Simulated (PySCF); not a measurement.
# Excitation energy of P by level of theory

P [Ne] 3s2 3p3 (4S) → P [Ne] 3s1 3p3 3d1 (6D), as a difference of total energies. All numbers are calculated (PySCF 2.14, no relativity, point nucleus, in aug-cc-pwCVDZ). Correlated levels: nothing frozen. The calculations carry no spin-orbit coupling.

| method | excitation energy (cm⁻¹) |
| --- | --- |
| UHF | 105510 |
| MP2 (all electrons) | 118250 |
| SCS-MP2 (all electrons) | 119880 |
| CCSD (all electrons) | 120100 |
| CCSD(T) (all electrons) | 120550 |

The upper state lies above the first ionisation limit, but in LS coupling its spin forbids autoionisation to the ground ion.

The promoted electron is Rydberg-like, and one or two diffuse shells describe it only roughly, which tends to raise the upper state.
